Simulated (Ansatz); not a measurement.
`CC(C)NC(C)C` + `[NH2][Zr]([F])([F])[F]` → `CC(C)[NH][Zr]([F])([F])[F]` + `CC(C)N`  (substitution at a C–N bond)

Isolated molecules relaxed with PBE0-D4/def2-TZVP in Ansatz; ΔE leaves out vibrations. CCSD(T)/CBS is the MP2 limit (def2-TZVPP, def2-QZVPP) plus CCSD(T) − MP2 in def2-TZVPP, frozen cores. DFT in def2-TZVPP. B3LYP here is the variant with VWN-RPA as its local correlation; programs differ in this. HSE06 is defined as in plane-wave codes. def2 core potentials past Kr. For Zr outer-core shells are correlated without core-valence functions, which leaves a few kJ/mol of doubt a bond. Each species was taken in one conformer, which may not be the lowest.

`CC(C)NC(C)C`:

Z-matrix (Å, degrees):
```
C
C 1 1.518
H 1 1.096 2 110.5
H 1 1.091 2 110.5 3 119.6
H 1 1.092 2 111.2 3 -119.4
N 2 1.455 1 108.1 3 -64.8
C 2 1.526 1 110.9 3 61.8
H 2 1.096 1 107.7 3 179.9
C 6 1.454 2 118.0 1 -179.6
H 6 1.014 2 108.9 1 55.2
H 7 1.095 2 110.5 1 -62.3
H 7 1.092 2 112.0 1 177.3
H 7 1.093 2 110.8 1 57.2
C 9 1.519 6 110.7 2 64.5
C 9 1.518 6 108.2 2 -174.0
H 9 1.104 6 112.0 2 -55.7
H 14 1.092 9 112.1 6 -64.5
H 14 1.093 9 110.1 6 55.9
H 14 1.092 9 110.3 6 175.8
H 15 1.092 9 110.9 6 179.0
H 15 1.094 9 111.1 6 59.2
H 15 1.093 9 110.2 6 -60.5
```

`[NH2][Zr]([F])([F])[F]`:

```xyz
7

N     0.396    0.425   -1.099
Zr   -0.269   -0.262    0.675
F    -0.902    1.217    1.695
F    -1.591   -1.584    0.320
F     1.180   -1.038    1.645
H     0.270   -0.037   -1.990
H     0.916    1.280   -1.247
```

`CC(C)[NH][Zr]([F])([F])[F]`:

Z-matrix (Å, degrees):
```
Zr
F 1 1.904
N 1 2.013 2 105.9
F 1 1.914 2 111.9 3 -119.5
F 1 1.914 2 111.8 3 119.5
C 1 3.211 2 155.0 3 0.1
C 1 3.134 2 127.3 3 0.4
H 1 2.670 2 86.7 3 0.3
H 6 1.091 3 145.4 1 178.5
H 6 1.095 1 69.9 2 -120.6
H 6 1.096 1 71.4 2 120.0
C 7 1.520 1 124.0 2 71.9
H 7 1.100 1 120.7 2 -75.4
H 12 1.093 7 110.9 1 151.2
H 12 1.093 7 110.3 1 30.9
H 12 1.093 7 111.0 1 -88.9
```

`CC(C)N`:

Cartesian coordinates in Å:
```
C -1.144 -0.168 0.768
C 0.269 -0.003 0.241
C 0.474 -0.782 -1.045
N 0.511 1.411 -0.021
H -1.287 0.393 1.697
H -1.865 0.203 0.035
H -1.364 -1.218 0.976
H 0.961 -0.410 0.997
H 0.300 -1.849 -0.888
H 1.494 -0.662 -1.421
H -0.213 -0.423 -1.815
H 0.407 1.953 0.828
H 1.458 1.555 -0.351
```

```csv
level,ΔE (kJ/mol),difference from CCSD(T)/CBS
LDA (SPW92),-2.6,3.5
PBE-D4,-4.5,1.6
revPBE-D4,-2.3,3.8
BLYP-D4,-4.2,1.9
r2SCAN-D4,-4.5,1.6
PBE0-D4,-3.8,2.3
B3LYP-D4,-4.1,2.0
r2SCANh-D4,-4.2,1.9
r2SCAN0-D4,-3.6,2.5
HSE06-D4,-4.0,2.1
BHLYP-D4,-5.0,1.1
ωB97X-V,-2.6,3.5
ωB97M-V,-2.1,4.0
B2PLYP,-5.7,0.4
PBE-QIDH,-5.4,0.7
PBE,-5.2,0.9
revPBE,-5.9,0.2
BLYP,-5.2,0.9
r2SCAN,-5.4,0.7
PBE0,-4.4,1.7
B3LYP,-4.5,1.6
r2SCANh,-5.0,1.1
r2SCAN0,-4.4,1.7
HSE06,-4.6,1.5
BHLYP,-3.6,2.5
CAM-B3LYP,-2.8,3.3
LC-ωPBE,-2.3,3.8
HF/def2-SVP,-5.4,0.7
MP2/def2-SVP,-11.2,-5.1
CCSD(T)/def2-SVP,-11.3,-5.2
MP2/def2-TZVPP,-7.5,-1.4
SCS-MP2/def2-TZVPP,-7.9,-1.8
CCSD/def2-TZVPP,-6.7,-0.6
CCSD(T)/def2-TZVPP,-7.5,-1.4
HF/def2-QZVPP,-3.0,3.1
MP2/def2-QZVPP,-6.6,-0.5
SCS-MP2/def2-QZVPP,-6.9,-0.8
HF/CBS(def2),-3.0,3.1
MP2/CBS(def2),-6.1,0.0
CCSD/CBS(def2),-5.2,0.9
CCSD(T)/CBS,-6.1,0
```

Largest T1 diagnostic among the species: 0.017.

At CCSD(T), def2-SVP lies −5.2 kJ/mol from the extrapolated value and def2-TZVPP −1.4 kJ/mol. In def2-TZVPP, CCSD(T) changes the Hartree–Fock value by −4.2 kJ/mol (the triples alone add −0.8 kJ/mol) and MP2 by −4.2 kJ/mol.

CCSD(T)/CBS has its own doubt, a few kJ/mol and more with outer-core shells, so smaller differences from it don't rank the levels.
